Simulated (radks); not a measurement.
Effect of the nuclear size on the silicon ion Si+, [Ne] 3s2 3p1. Method: Dirac Kohn-Sham, exchange-only LDA, spin-unpolarised, spherical densities, finite nucleus; open shells are shared between the two j in proportion to 2j + 1; Fermi nuclear charge, rms radius 3.1224 fm; computed with a radial shooting solver on a logarithmic mesh with Libxc functionals. The rms radius is varied about that value; shifts are against it.

| rms radius (fm) | total energy shift (eV) | density at nucleus (e/bohr^3) | 1s1/2 shift (meV) | 2s1/2 shift (meV) |
|---|---|---|---|---|
| 2.6259 | -0.00154 | 1896 | -0.641 | -0.041 |
| 2.857 | -0.000854 | 1894 | -0.356 | -0.023 |
| 3.1224 | 0 | 1892 | 0.000 | 0.000 |
| 3.2598 | 0.000471 | 1891 | 0.197 | 0.012 |
| 3.8374 | 0.00267 | 1887 | 1.11 | 0.071 |

Slopes of the eigenvalues against <r^2> in GHz/fm^2, as finite differences over the two radii next to the reference (eigenvalue slopes, not the field-shift constants of lines): 1s1/2 54.2, 2s1/2 3.44.
